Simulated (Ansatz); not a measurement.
The cluster Ni2H3⁺. Total charge 1; singlet. Geometry PBE0-D4/def2-TZVP; atoms count from 1.

```xyz
5

Ni    0.206    0.522    0.231
Ni   -0.957   -0.454   -1.346
H     0.414   -0.515    1.416
H    -0.758    1.026   -1.255
H     1.094   -0.579    0.954
```

The restricted singlet is unstable towards broken spin symmetry at other levels; at PBE0-D4/def2-TZVP this wasn't settled. In the singlet, H3 and H5 lie 0.82 Å apart (atoms count from 1), so H2 has formed as a molecule. Another isomer (triplet) lies 2.33 eV lower at PBE0-D4/def2-TZVP; other spin states weren't run for this one.

Question: Estimate the Mulliken populations from the PBE0/def2-TZVP orbitals of Ansatz.

Answer: 
```csv
atom,charge (e),d electrons
Ni1,0.25,8.94
Ni2,0.45,8.85
H3,0.14,–
H4,0.02,–
H5,0.14,–
```
Mulliken values depend strongly on the basis.

Question: And the Mayer bond orders between heavy atoms (over 0.3)?

Answer: Ni1–Ni2 1.20 (2.19 Å).
